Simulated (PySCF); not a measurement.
Be(OSiH3)2 (BeH6O2Si2), SMILES [SiH3][O][Be][O][SiH3].

The structure is a stationary point at B3LYP-D3(BJ)/def2-SVP. The structure was generated by enumeration; whether it is a known compound was not checked. Other conformers were not sampled.

The numbers are results of TDDFT-PBE/def2-SVPD (PySCF), not measurements.

Vertical excitations. Gas-phase values at a fixed geometry.

Q: Estimate the UV-visible absorptions. (An estimate is asked for; the answer gives what the named calculation found.)

A: 
```
state  energy (eV)  λ (nm)      f                                                main pairs
-----  -----------  ------  -----  --------------------------------------------------------
S1            5.99     207  0.000                                          HOMO−1→LUMO 99 %
S2            5.99     207  0.000                                            HOMO→LUMO 99 %
S3            6.40     194  0.003                                          HOMO−2→LUMO 99 %
S4            6.40     194  0.003                                          HOMO−3→LUMO 99 %
S5            6.88     180  0.000                      HOMO−1→LUMO+1 79 %, HOMO→LUMO+1 20 %
S6            6.88     180  0.000                      HOMO→LUMO+1 79 %, HOMO−1→LUMO+1 20 %
S7            7.29     170  0.000                                        HOMO−2→LUMO+1 99 %
S8            7.29     170  0.000                                        HOMO−3→LUMO+1 99 %
S9            7.46     166  0.000  HOMO→LUMO+4 44 %, HOMO−1→LUMO+3 35 %, HOMO−1→LUMO+5 20 %
S10           7.47     166  0.003    HOMO→LUMO+4 42 %, HOMO−1→LUMO+3 37 %, HOMO→LUMO+2 18 %
T1            5.86     212      0                          HOMO→LUMO 63 %, HOMO−1→LUMO 36 %
T2            5.86     212      0                          HOMO−1→LUMO 63 %, HOMO→LUMO 36 %
T3            6.23     199      0                                          HOMO−2→LUMO 94 %
T4            6.23     199      0                                          HOMO−3→LUMO 94 %
```
Triplets are in the Tamm–Dancoff approximation, which puts them higher than full response would, so one can lie above its singlet here.
